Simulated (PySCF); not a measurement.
Electronic structure of In⁺ (indium, charge +1) at the PBE level

Configuration: [Kr] 4d9 5s2 5p1, one real determinant (an excited configuration). Computed with PySCF 2.14 in ANO-RCC-VTZP, with scalar relativity by spin-free X2C-1e.

* Total energy: -5879.44 hartree
* One-electron energy: -8066.46 hartree
* Hartree (Coulomb) energy: 2347.40 hartree
* Exchange-correlation energy: -160.39 hartree
* ⟨S²⟩: 2.0022
* ⟨L²⟩: 8.009
* Sum of ⟨r⟩: 32.13 bohr
* Sum of ⟨r²⟩: 46.43 bohr²
* Traceless quadrupole moment −½Σ⟨3z² − r²⟩ along its main axis: -3.58 e·bohr²
* Langevin diamagnetic susceptibility: -36.8 ×10⁻⁶ cm³/mol

```tsv
shell	electrons	mean orbital energy (eV)	spread (eV)	rms radius, mean of both spins (bohr)
1s α	1	-27716.5	0	0.0340
1s β	1	-27716.5	0	0.0340
2s α	1	-4164.7	0	0.139
2s β	1	-4164.4	0	0.139
2p α	3	-3742.2	0.424	0.124
2p β	3	-3742.0	0.214	0.124
3s α	1	-802.88	0	0.372
3s β	1	-802.74	0	0.372
3p α	3	-664.21	0.767	0.374
3p β	3	-664.05	0.578	0.374
3d α	5	-447.93	0.931	0.353
3d β	5	-447.69	0.472	0.353
4s α	1	-134.44	0	0.899
4s β	1	-133.45	0	0.899
4p α	3	-92.808	1.420	0.978
4p β	3	-91.809	0.233	0.978
4d α	5	-32.426	1.630	1.24
4d β	4	-31.538	0.340	1.24
5s α	1	-17.727	0	2.53
5s β	1	-16.834	0	2.53
5p α	1	-10.755	0	3.15
```

⟨L²⟩ = 8.01 against 12 for a pure F term, so this real determinant mixes terms.

Densities and radii are taken from the X2C orbitals without a picture-change correction, which distorts them close to the nucleus.
